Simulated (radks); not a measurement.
The iodine anion I-, [Xe], held by a Watson sphere: a shell of charge +1 at radius R that stands for the Madelung well of a crystal (potential energy -1/R inside, -1/r outside, in hartree with lengths in bohr). Calculated with a radial shooting solver on a logarithmic mesh with Libxc functionals: scalar-relativistic Kohn-Sham, PBE, spin-polarised, spherical densities, finite nucleus; Fermi nuclear charge, rms radius of each element as measured or else 0.836 A^(1/3) + 0.57 fm. Response by self-consistent Sternheimer equations with the Hartree and adiabatic LDA kernel, the relativistic mass of each level held fixed and spin-orbit coupling left out. The sphere does not respond.

R (bohr)  e(4d) (eV)  e(5s) (eV)  e(5p) (eV)  <r> 5p (bohr)  sum of <r^2> (bohr^2)  X-ray form factor at sin(theta)/lambda = 0.1 1/angstrom  alpha (bohr^3)
2.72         -49.390     -17.426      -7.433          2.507                  70.03                                                   49.682           38.45
4            -48.304     -15.931      -6.119          2.622                  74.89                                                   49.509           52.30
4.8          -47.650     -15.185      -5.375          2.659                  76.68                                                   49.461           60.45
5.42         -47.191     -14.695      -4.880          2.677                  77.60                                                   49.441           65.87
5.88         -46.884     -14.375      -4.556          2.686                  78.10                                                   49.431           69.33

Estimate the row for R = 5.89 bohr.

Answer. e(4d) (eV) -46.878; e(5s) (eV) -14.369; e(5p) (eV) -4.549; <r> 5p (bohr) 2.686; sum of <r^2> (bohr^2) 78.11; X-ray form factor at sin(theta)/lambda = 0.1 1/angstrom 49.431; alpha (bohr^3) 69.40.
